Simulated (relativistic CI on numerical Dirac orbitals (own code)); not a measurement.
**Radial parameters of Pb66+**

These numbers are calculated, not measured: Dirac-Coulomb-Breit CI, separate exchange-only KLI orbitals for each configuration, a model potential for QED, unscaled Slater integrals (own radial code, finite nucleus).

Slater integrals F^k, G^k are unscaled and averaged over j, outside the closed core [Ne]; ζ comes from projecting the Hamiltonian with its Breit term on Σ l·s of the shell.

- 3s2.3p4: F^2(3p,3p) = 604280, ζ(3p) = 3.1228e+06 cm⁻¹; <r>(3p) = 0.1605, <r^2>(3p) = 0.02992 (bohr units).
- 3s2.3p3.3d: F^2(3p,3p) = 603980, ζ(3p) = 3.1212e+06, F^2(3p,3d) = 611770, G^1(3p,3d) = 634220, G^3(3p,3d) = 428200, ζ(3d) = 414530 cm⁻¹; <r>(3p) = 0.1606, <r^2>(3p) = 0.02995, <r>(3d) = 0.1431, <r^2>(3d) = 0.02363 (bohr units).
- 3s.3p5: G^1(3s,3p) = 773540, ζ(3p) = 3.1227e+06 cm⁻¹; <r>(3s) = 0.1622, <r^2>(3s) = 0.03016, <r>(3p) = 0.1605, <r^2>(3p) = 0.02994 (bohr units).

Averages of the first 10 configurations, taken without configuration mixing, which lowers the lowest level and can move excited configurations by several eV; other configurations of the list can lie among them:

```tsv
Configuration	Parity	States	Average energy above the lowest level (eV)
3s2.3p4	even	15	397.6
3s2.3p3.3d	odd	200	945.2
3s.3p5	odd	12	1023.6
3p6	even	1	1676.4
3s.3p4.3d	even	300	1559.6
3s.3p3.3d2	odd	1800	2105.9
3p5.3d	odd	60	2200.8
3s2.3p2.3d.4p	odd	900	4547.8
3s2.3p3.4s	odd	40	3754.8
3s.3p3.3d.4s	odd	800	4905.9
```
